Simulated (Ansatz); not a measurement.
Born–Oppenheimer molecular dynamics of C$_{2}$H$_{7}$AlFNO (13 atoms, charge 0, multiplicity 1). It starts from a relaxed structure.

Theory: RKS revPBE/STO-3G (Ansatz).

| Property | Result |
| --- | --- |
| ensemble | NVT, Langevin thermostat |
| time step | 0.5 fs |
| steps asked | 155 |
| set temperature | 400 K |
| friction | 0.02 /fs |
| masses | H 2.014 u |
| seed | 200795 |

First frame:

```xyz
13
Properties=species:S:1:pos:R:3
C 0.282 -1.684 0.730
C 0.586 -0.431 -0.229
O 1.435 0.564 0.484
F 1.332 -0.947 -1.347
Al -1.047 0.554 -0.770
N -1.068 2.261 -0.441
H 1.224 -2.195 1.024
H -0.363 -2.428 0.217
H -0.234 -1.355 1.655
H 2.250 -0.016 0.787
H -2.239 -0.076 -1.455
H -1.842 2.929 -0.664
H -0.295 2.789 0.024
```

**Question.** How far do the bonds stretch over the last three quarters of this one trajectory? (Pairs bonded in most of those frames.)

**Answer.** 
```json
{"bond": "C1–C2", "mean (Å)": "1.626", "spread (Å)": "0.033", "shortest": "1.58", "longest": "1.69"}
{"bond": "C1–H7", "mean (Å)": "1.113", "spread (Å)": "0.018", "shortest": "1.08", "longest": "1.14"}
{"bond": "C1–H8", "mean (Å)": "1.115", "spread (Å)": "0.020", "shortest": "1.08", "longest": "1.15"}
{"bond": "C1–H9", "mean (Å)": "1.112", "spread (Å)": "0.030", "shortest": "1.05", "longest": "1.17"}
{"bond": "C2–O3", "mean (Å)": "1.493", "spread (Å)": "0.027", "shortest": "1.45", "longest": "1.53"}
{"bond": "C2–F4", "mean (Å)": "1.438", "spread (Å)": "0.033", "shortest": "1.38", "longest": "1.49"}
{"bond": "C2–Al5", "mean (Å)": "1.997", "spread (Å)": "0.019", "shortest": "1.96", "longest": "2.03"}
{"bond": "O3–H10", "mean (Å)": "1.052", "spread (Å)": "0.035", "shortest": "0.99", "longest": "1.11"}
{"bond": "Al5–N6", "mean (Å)": "1.744", "spread (Å)": "0.028", "shortest": "1.69", "longest": "1.78"}
{"bond": "Al5–H11", "mean (Å)": "1.524", "spread (Å)": "0.023", "shortest": "1.49", "longest": "1.57"}
{"bond": "N6–H12", "mean (Å)": "1.053", "spread (Å)": "0.019", "shortest": "1.02", "longest": "1.09"}
{"bond": "N6–H13", "mean (Å)": "1.052", "spread (Å)": "0.022", "shortest": "0.99", "longest": "1.09"}
```

Mean temperature of the second half: 299 K. The mean temperature of the second half is 25 % below the set value. A run of 0.077 ps of so small a system gives no equilibrium averages. Limits of this set-up: minimal basis.

Time of the run: 4.8 min on 1 thread of Arm Neoverse V2, on a shared host, peak memory 0.082 GiB.
